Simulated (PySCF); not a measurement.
C5H9B. Atoms are numbered in the order given.

```xyz
15

C      2.3551     0.1800     0.1022
B      0.7917     0.0842    -0.0024
C     -0.2093     1.2207    -0.3406
C     -1.4674     0.7231    -0.2628
C     -1.5562    -0.7309     0.1142
C     -0.0939    -1.2052     0.2754
H      2.5926     0.5456     1.1215
H      2.7954     0.9143    -0.5922
H      2.8751    -0.7844    -0.0127
H     -0.0176     2.2654    -0.6046
H     -2.3801     1.3038    -0.4512
H     -2.1135    -1.2967    -0.6553
H     -2.1488    -0.8493     1.0405
H      0.1625    -2.0106    -0.4372
H      0.1057    -1.6351     1.2734
```
Charge 0, spin multiplicity 1.

Geometry: B3LYP-D3(BJ)/def2-SVP. One conformer was computed; it need not be the lowest.

Method: PBE/def2-TZVP (PySCF).

Gas-phase values at a fixed geometry.

Computed frontier levels, gap, dipole moment and polarisability:
```json
{
  "highest_occupied_level": "-6.53 eV",
  "lowest_empty_level": "-1.96 eV",
  "orbital_gap": "4.57 eV",
  "dipole_moment": "0.73 D",
  "quadrupole, principal values (traceless, Buckingham form, about the centre of nuclear charge)": "-0.88, 0.05, 0.83 D·Å",
  "mean_static_polarisability": "73.9 bohr³ (10.95 Å³)",
  "polarisability_principal_values": "54.1, 74.8, 92.8 bohr³"
}
```
